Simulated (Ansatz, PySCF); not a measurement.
Torsion H4–S1–Pb2–Cl3 in ClHPbS (SMILES [SH][Pb][Cl]); at each angle all else is relaxed with GFN2-xTB, and the levels are single points there.
Geometry at 0° (charge 0, multiplicity 1):
```xyz
4

S     -1.524     0.429    -0.151
Pb     0.797     1.212    -0.697
Cl     2.050    -0.683     0.334
H     -1.235    -0.694     0.478
```

On the grid 0° to 330°, 270° is the highest and 0° the lowest point at CCSD(T)/CBS(def2-TZVPP, def2-QZVPP).

Cores are frozen in the correlated methods. Filled d and f shells under p-block atoms count as core. CBS(a, b) extrapolates the correlation energy as X⁻³ and adds the Hartree–Fock energy of set b. Rows in LANL2DZ carry no dispersion term and start afresh at each structure. LANL2DZ brings its own core potentials from Na on.

Programs: Ansatz (an electronic-structure program); PySCF for LANL2DZ rows, M06-2X. Each number belongs to the level named beside it. In def2 rows elements past Kr take small-core potentials, without spin–orbit coupling.

```tsv
level	energy at 270° less that at 0° (kcal/mol)
HF/def2-SVP	6.84
SVWN5/def2-TZVPP	8.32
B3LYP/LANL2DZ	7.66
B3LYP/def2-TZVPP	7.07
M06-2X/def2-TZVPP	6.92
MP2/def2-QZVPP	6.82
MP2/CBS(def2-TZVPP, def2-QZVPP)	6.79
CCSD/def2-SVP	7.44
CCSD(T)/CBS(def2-TZVPP, def2-QZVPP)	(withheld)
```

Q: Some entries are withheld; supply them.

A: 
- CCSD(T)/CBS(def2-TZVPP, def2-QZVPP), energy at 270° less that at 0° (kcal/mol): 6.60
